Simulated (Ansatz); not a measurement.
`C[CH](C)[SbH][SiH3]`, charge 0, multiplicity 1.

Give a relaxed structure at PBE0-D4/def2-TZVP (Ansatz). (An estimate is asked.)

Computed: 
Z-matrix (Å, degrees):
```
C
C 1 1.516
H 1 1.092 2 112.5
H 1 1.097 2 110.3 3 -120.0
H 1 1.094 2 111.2 3 120.8
C 2 1.520 1 111.8 3 175.5
Sb 2 2.194 1 114.2 3 -60.9
H 2 1.095 1 109.5 3 54.4
H 6 1.093 2 112.3 1 -177.8
H 6 1.094 2 111.2 1 61.3
H 6 1.096 2 110.4 1 -57.5
Si 7 2.572 2 96.7 1 45.2
H 7 1.713 2 93.8 1 -47.0
H 12 1.490 7 108.3 2 60.7
H 12 1.488 7 109.4 2 178.5
H 12 1.487 7 113.9 2 -59.9
```
This is one stationary point; other conformers may exist.
